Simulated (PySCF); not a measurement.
HLiO, SMILES [Li][OH].

Coordinates come from a B3LYP-D3(BJ)/def2-TZVPD optimisation. The isomer is the one that the SMILES or the coordinates give; other isomers of the formula were not compared.

Computed with PySCF 2.14.0 with TDA-CAM-B3LYP/def2-TZVPD.

Vertical excitations; the highest root listed may be one member of a degenerate set.  State labels are in the subgroup C2v.

```
state  symmetry  energy (eV)  λ (nm)      f                                     main pairs
-----  --------  -----------  ------  -----  ---------------------------------------------
S1           B1         4.37     284  0.034                   HOMO−1→LUMO (degenerate set)
S2           B2         4.37     284  0.034                     HOMO→LUMO (degenerate set)
S3           A1         6.04     205  0.000           HOMO→LUMO+2 44 %, HOMO−1→LUMO+1 44 %
S4           A2         6.04     205  0.000           HOMO→LUMO+1 44 %, HOMO−1→LUMO+2 44 %
S5           A2         6.05     205  0.000           HOMO−1→LUMO+2 43 %, HOMO→LUMO+1 43 %
S6           B1         6.07     204  0.047  HOMO−1→LUMO+3, HOMO−1→LUMO+4 (degenerate set)
S7           B2         6.07     204  0.047      HOMO→LUMO+3, HOMO→LUMO+4 (degenerate set)
S8           A1         6.63     187  0.054           HOMO−1→LUMO+1 49 %, HOMO→LUMO+2 49 %
S9           B1         7.54     164  0.000  HOMO−1→LUMO+4, HOMO−1→LUMO+3 (degenerate set)
S10          B2         7.54     164  0.000      HOMO→LUMO+4, HOMO→LUMO+3 (degenerate set)
T1           B2         4.32     287      0                     HOMO→LUMO (degenerate set)
T2           B1         4.32     287      0                   HOMO−1→LUMO (degenerate set)
T3           A1         5.87     211      0           HOMO→LUMO+2 40 %, HOMO−1→LUMO+1 40 %
T4           B2         5.90     210      0             HOMO→LUMO+3 68 %, HOMO→LUMO+4 15 %
```
Triplets are in the Tamm–Dancoff approximation.
